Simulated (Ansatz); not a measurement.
`BN(C)[SiH2]C` + `O[SiH3]` → `C[SiH2]O[SiH3]` + `BNC` at 600 K and 1 bar (ligand exchange at the Si–N bond).

Gas-phase electronic energies from Ansatz, PBE0-D4/def2-TZVP geometries. CCSD(T)/CBS is the MP2 limit (def2-TZVPP, def2-QZVPP) plus CCSD(T) − MP2 in def2-TZVPP, frozen cores. This one scheme is used for every species. Each species was taken in one conformer, which may not be the lowest.

```tsv
species	CCSD(T)/CBS energy (Eh)	H − E (kJ/mol)	S (J/(mol·K))
`BN(C)[SiH2]C`	-450.75646	391.0	475.9
`O[SiH3]`	-366.69042	135.7	307.9
`C[SiH2]O[SiH3]`	-696.28988	286.8	472.5
`BNC`	-121.18426	242.2	328.7
```

H − E and S are ideal-gas, rigid-rotor, harmonic terms from PBE0-D4/def2-TZVP, for one conformer and one mirror image of each species. 1 Eh = 2625.50 kJ/mol, R = 8.31446 J/(mol·K).

Q: By hand: ΔE, ΔH, ΔS and ΔG.

A: ΔE = (-696.28988) + (-121.18426) − (-450.75646) − (-366.69042) = -0.02726 Eh = -71.6 kJ/mol. Δ(H − E) = 286.8 + 242.2 − 391.0 − 135.7 = 2.3, so ΔH = -69.3 kJ/mol. ΔS = 472.5 + 328.7 − 475.9 − 307.9 = 17.4 J/(mol·K). ΔG = -69.3 − 600 × (17.4)/1000 = -79.7 kJ/mol.

Q: By hand: the equilibrium constant, and the temperature at which ΔG would vanish if ΔH and ΔS stayed fixed.

A: log₁₀ K = −ΔG/(RT ln 10) = 6.9. ΔH and −TΔS have one sign here, so there is no such temperature.

ΔH outweighs TΔS. A doubt of 5 kJ/mol in ΔE shifts log₁₀ K by 0.4 here. Other conformers and mirror images would add mixing entropy, several J/(mol·K) or more a flexible species. Modes under 60 cm⁻¹, often nearly free rotors, make the harmonic entropy too high. These are equilibria of isolated gas molecules and say nothing of rates. Largest T1 diagnostic: 0.012 (customary marks: 0.02 for closed shells, 0.045 for open ones).
